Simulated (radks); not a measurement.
Coherent X-ray form factor from a spherical all-electron density. All-electron calculation, scalar-relativistic Kohn-Sham, PBE, spin-unpolarised, spherical densities, finite nucleus; Fermi nuclear charge, rms radius of each element as measured or else 0.836 A^(1/3) + 0.57 fm. Program: a radial shooting solver on a logarithmic mesh with Libxc functionals.

| sin(theta)/lambda (1/angstrom) | f0 (electrons) |
|---|---|
| 0.05 | 38.885 |
| 0.1 | 36.400 |
| 0.15 | 33.756 |
| 0.2 | 31.344 |
| 0.25 | 29.139 |
| 0.3 | 27.109 |
| 0.4 | 23.625 |
| 0.5 | 20.890 |
| 0.6 | 18.675 |
| 0.8 | 14.980 |
| 1 | 11.884 |
| 1.25 | 9.020 |
| 1.5 | 7.248 |
| 2 | 5.553 |

The species is in the configuration that NIST lists as its ground one. Which atom or ion scatters so?

Answer. Neutral zirconium, [Kr] 4d2 5s2. Extrapolating in s^2 from the first two rows gives f0(0) = 39.7, near the electron count 40; among species with that count, the fall with angle is slower the higher Z, and the table is that of Z = 40; from so few rows the species is fixed only to a neighbour or two.
